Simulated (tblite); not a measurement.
Run record: tight-binding relaxation, `[SiH2]([GeH2][CH2][SiH3])[C@@H]1C[C@H]1F`.

Computed with GFN2-xTB geometry optimisation, gas phase (tblite 0.8.0). Start geometry: from a force field or distance geometry. A driver script takes a list of jobs; this job's settings line and coordinates (Å) are shown.

Command:
```bash
OMP_NUM_THREADS=1 python probes_run.py task.json out
```

Input:
```
{"job": {"kind": "relax", "xc": "GFN2-xTB", "basis": "xTB"}, "charge": 0, "multiplicity": 1}
F     -4.556500    -0.868800     0.528300
C     -3.303500    -0.336600     0.630100
C     -2.874400     0.791300    -0.284200
C     -2.364000    -0.574800    -0.537700
Si    -0.637200    -1.086300    -0.151800
Ge     0.756600     0.609100     0.482600
C      2.381100     0.473200    -0.606600
Si     3.902400     0.135300     0.429100
H     -2.886600    -0.236400     1.658200
H     -2.287500     1.573900     0.204600
H     -3.749000     1.146900    -0.905300
H     -2.845500    -1.151900    -1.357200
H     -0.671500    -2.129600     0.870900
H     -0.066500    -1.707700    -1.379500
H      0.148900     2.025400     0.347100
H      1.210300     0.301300     1.958900
H      2.500700     1.381700    -1.237100
H      2.252500    -0.404900    -1.277200
H      4.283600     1.276900     1.257000
H      3.790500    -1.121200     1.201300
H      5.006500    -0.079800    -0.522400
```

Output:
```
step      E/eV     max force
  0    -687.17195    2.399
  1    -687.35764    0.736
  2    -687.42854    0.523
  3    -687.47259    0.458
  4    -687.51112    0.539
  5    -687.54492    0.541
  6    -687.56796    0.312
  7    -687.57936    0.271
  8    -687.58798    0.193
  9    -687.59561    0.234
... (209 lines left out)
219    -687.73896    0.021
220    -687.73904    0.020
221    -687.73910    0.017
222    -687.73915    0.020
223    -687.73920    0.012
224    -687.73925    0.012
225    -687.73929    0.014
226    -687.73934    0.019
227    -687.73938    0.016
228    -687.73941    0.009
```

«max force» is the largest atomic force in eV/Å.

Q: From which step on does the largest force stay under 0.1 eV/Å, and how much energy is left to gain from there?

A: From step 146 (0.100 eV/Å), 26.2 meV above the end.

In short: energy lowered by 13.1 kcal/mol over 228 steps; largest atomic force 0.009 eV/Å at the end.

Q: Give the final coordinates.

A: 0.981 Å rms from the input after alignment:
```
atom  x, y, z in Å
F1    -3.9188   -0.3279    1.6493
C2    -2.8333    0.0402    0.9083
C3    -3.0425    0.3737   -0.5253
C4    -2.3378   -0.9037   -0.1381
Si5   -0.4824   -1.0956   -0.4113
Ge6    0.6406    0.9013    0.0846
C7     2.5543    0.8978   -0.4129
Si8    3.5792   -0.3815    0.5419
H9    -2.1453    0.6126    1.5217
H10   -2.4626    1.1846   -0.9435
H11   -4.0481    0.3035   -0.9121
H12   -2.9358   -1.8004   -0.2466
H13   -0.0152   -2.2018    0.4319
H14   -0.2840   -1.4719   -1.8177
H15    0.0269    2.1255   -0.5822
H16    0.5675    1.2972    1.5453
H17    2.9683    1.8930   -0.2496
H18    2.6335    0.7000   -1.4825
H19    3.5666   -0.0577    1.9703
H20    3.0024   -1.7146    0.3329
H21    4.9578   -0.3574    0.0441
```

Q: Estimate the wall time. Hardware: one thread, Arm Neoverse V1 (aarch64), no GPU, on a shared host.

A: About 2.4 s.
Labels such as C1 count atoms from 1, the log's own numbers from 0.
